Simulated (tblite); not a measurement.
Question: What does the GFN2-xTB structure of `CCCOC/C=C/[O]` [radical] look like in three dimensions? (Doublet state.)

Answer: 
Z-matrix in Å and degrees, rows numbered from 1:
```
C 
C   1  1.5233
C   2  1.5237  1  111.66
O   3  1.4175  2  108.74  1   -67.04
C   4  1.3986  3  113.58  2   176.51
C   5  1.4783  4  114.58  3   -71.49
C   6  1.4138  5  123.25  4   164.32
O   7  1.2252  6  124.67  5   178.72
H   1  1.0866  2  109.83  3    57.85
H   1  1.0880  2  110.59  3   -62.16
H   1  1.0869  2  110.42  3   177.78
H   2  1.0906  1  109.61  3  -120.02
H   2  1.0914  1  110.25  3   120.66
H   3  1.0996  2  110.31  1    53.79
H   3  1.1020  2  110.35  1   173.02
H   5  1.1025  4  105.08  3   169.01
H   5  1.1063  4  111.07  3    54.21
H   6  1.0807  5  118.09  4   -17.70
H   7  1.1072  6  115.04  5    -1.46
```

The C–O distances run from 1.225 Å (C7–O8, drawn single in one of several resonance forms) to 1.417 Å (C3–O4, drawn single), a spread of 0.192 Å. The 4 C–C bonds span 1.414 Å (C6=C7, drawn double in one of several resonance forms) to 1.524 Å (C2–C3, drawn single), a spread of 0.110 Å. C7 (carbon bonded to C, O and H) is planar (angles 124.7°, 120.3° and 115.0°, sum 360.0°, 0.00 Å off the plane of its three neighbours). C6 (carbon bonded to 2 C and H) is planar (angles 123.3°, 118.6° and 118.1°, sum 360.0°, 0.01 Å off the plane of its three neighbours).

Structure optimised with GFN2-xTB, isolated species. This method treats the open shell by occupation alone, without spin polarisation.

Point group: C1 (no symmetry element, even within 0.4 Å). Its GFN2-xTB frequencies are all real (lowest 31 cm⁻¹). Torsions: C1–C2–C3–O4 -67°, C2–C3–O4–C5 177°, C3–O4–C5–C6 -71°, O4–C5–C6–C7 164°. 3 starts were optimised and ended at 0.00, 0.02 and 0.14 kcal/mol (GFN2-xTB); the lowest of these is shown.

One conformer stands for the species.

All values are computed, not measured.
